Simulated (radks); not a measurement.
Neutral promethium, configuration [Xe] 4f7 (not the ground configuration). Calculated with a radial shooting solver on a logarithmic mesh with Libxc functionals: Dirac Kohn-Sham, LDA (Slater exchange, Perdew-Wang correlation), spin-unpolarised, spherical densities, point nucleus; open shells fill j = l - 1/2 first.

Spin-orbit splittings of the eigenvalues, e(l+1/2) - e(l-1/2), with zeta = 2 splitting/(2l+1) and mean radii in bohr:

shell  occ.  splitting (eV)  zeta (eV)  <r> j=l-1/2  <r> j=l+1/2
2p        6           559.6      373.1      0.08247      0.08899
3p        6           112.5      74.99       0.2500       0.2626
3d       10           24.41      9.763       0.2340       0.2379
4p        6           24.63      16.42       0.6090       0.6381
4d       10           4.361      1.744       0.6849       0.6954
4f        7               ?          ?        1.535        12.79
5p        6           3.115      2.076        1.668        1.772

Estimate the 4f splitting.

Answer. 0.3273 eV (zeta = 0.09351 eV).
